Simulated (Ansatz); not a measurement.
A nudged elastic band was laid between two geometries of CH₇BFNO (12 atoms, charge 0, multiplicity 1).

Method: RKS B3LYP/cc-pVDZ (Ansatz).

| Quantity | Value |
| --- | --- |
| movable images | 5 |
| climbing image | yes |
| spring | 5.0 eV/Å² |
| optimiser | quadratic models (default) |
| start path | through a guess of the saddle point |
| force threshold | 0.05 eV/Å |
| iteration limit | 60 |
| end points | relaxed |

Image 0:

```xyz
12
Properties=species:S:1:pos:R:3
B 0.162 0.249 0.295
O -1.067 -0.046 0.964
H -1.452 -0.866 0.631
F 1.309 -0.344 0.868
H 0.173 0.196 -0.934
N 0.368 1.854 0.680
H 1.323 2.121 0.425
C -0.628 2.768 0.081
H -1.622 2.408 0.375
H -0.481 3.806 0.413
H -0.541 2.709 -1.012
H 0.321 1.891 1.704
```

Image 6:

```xyz
12
Properties=species:S:1:pos:R:3
B 1.009 0.544 -0.459
O -1.515 0.756 2.378
H -2.127 0.226 1.843
F 2.133 -0.084 -0.043
H 0.385 0.089 -1.383
N 0.593 1.697 0.208
H 1.179 2.066 0.953
C -0.550 2.533 -0.144
H -1.044 2.106 -1.029
H -1.277 2.566 0.682
H -0.235 3.560 -0.392
H -0.686 0.690 1.878
```

**Question.** Which bonds break or form, and what moves?

**Answer.** Bonds broken: B1–O2, N6–H12. Bonds formed: O2–H12. CH7BFNO becomes CH5BFN + H2O.

**Question.** Give the energies along the band, and the barrier.

**Answer.** The forces met the threshold. The highest image is number 3 of 0 to 6, 1.20 eV above the first end and 0.58 eV above the last; the last end lies 0.61 eV above the first. A vibrational analysis at the climbing image gives one clearly imaginary mode, 1146i cm⁻¹: a first-order saddle point. The orbitals stay closed-shell, which can raise the energy where a bond breaks towards radicals; this wasn't checked here.

```
image  path coordinate (Å)  energy (eV)  B1–O2 (Å)  N6–H12 (Å)  O2–H12 (Å)
    0                 0.00         0.00       1.43        1.03        2.50
    1                 0.98         0.02       1.43        1.03        2.28
    2                 1.96         0.09       1.43        1.03        2.15
    3                 2.93         1.20       1.64        1.40        1.16
    4                 4.21         0.68       2.79        2.28        0.97
    5                 5.49         0.64       3.32        2.27        0.97
    6                 6.76         0.61       3.80        2.33        0.97
```

**Question.** What is the geometry of the highest image?

**Answer.** 
```xyz
12
Properties=species:S:1:pos:R:3
B 0.355 0.378 0.179
O -0.534 -0.227 1.419
H -1.378 -0.585 1.107
F 1.649 -0.069 0.336
H -0.195 0.138 -0.878
N 0.137 1.825 0.728
H 0.991 2.187 1.158
C -0.509 2.843 -0.104
H -1.444 2.437 -0.520
H -0.761 3.736 0.490
H 0.123 3.157 -0.953
H -0.569 0.927 1.530
```

**Question.** What are the harmonic wavenumbers there?

**Answer.** 1146i, 110, 180, 267, 342, 403, 536, 625, 690, 741, 875, 911, 1049, 1075, 1120, 1136, 1159, 1231, 1385, 1449, 1470, 1488, 1532, 1942, 2534, 3015, 3080, 3111, 3501, 3789 cm⁻¹.

Run time: 4.7 min on 2 threads of Arm Neoverse V2, with other jobs on the host, peak memory 0.21 GiB.
